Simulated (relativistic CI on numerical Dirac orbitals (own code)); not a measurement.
Hg²⁺: q coefficients and field-shift factors

Method of calculation: Dirac-Coulomb-Breit CI, KLI orbitals optimised for each configuration, valence Slater integrals scaled by 0.85, P86 correlation energy added to each configuration, derivatives by finite differences, QED left out (own radial code, finite nucleus).

Configurations in the expansion (outside the closed core [Xe] 4f14): 5d10, 5d9 6s, 5d9 6p, 5d8 6s2, 5d9 5f, 5d8 6s 6p, 5d9 6d, 5d8 5f2. Levels of other configurations are missing.

With x = (α/α₀)² − 1 an excitation energy changes as ω = ω₀ + qx; K = 2q/ω₀ is the relative enhancement. Terms are leading LS components, so labels can repeat. The field-shift factor is F = δν/δ⟨r²⟩ for the transition from the lowest level.

Lowest level 5d10 1S_0.

```
       Level  ω₀ (cm⁻¹)  q (cm⁻¹)  F (GHz/fm²)
 5d9 6s 3D_3    47817.4    -54970         94.1
 5d9 6s 3D_2    51329.7    -53200         92.3
 5d9 6s 3D_1    62537.2    -41480         96.1
 5d9 6s 1D_2    65870.2    -41470         93.7
5d9 6p 3P°_2   106785.9    -37740         15.7
5d9 6p 3F°_3   109426.7    -37460         15.1
5d8 6s2 3F_4   109456.1   -113100          196
5d8 6s2 1D_2   118254.5   -111900          194
5d9 6p 3F°_4   119877.0    -21030         11.2
5d9 6p 3P°_1   120452.6    -21710         13.8
5d9 6p 3F°_2   120847.7    -23510           14
5d8 6s2 3F_3   122956.7   -100100          198
5d9 6p 3D°_3   123698.4    -21950         12.8
```

For a near-neutral ion this model can misplace configurations by up to about 10,000 cm⁻¹ (more where the count of f electrons changes) and terms by 10 to 25 % of their spread. Rates follow the energies as ν³ (E1, M1) or ν⁵ (E2), so they and the lifetimes can be off by large factors. The fine structure of a lone outer electron comes out too small, for d and f at times inverted, and misplaced configurations move strength between like terms.

**Question.** Which transition from the lowest level has the largest |K|?

**Answer.** 5d9 6s 3D_3 at 47817.4 cm⁻¹, K = -2.3.
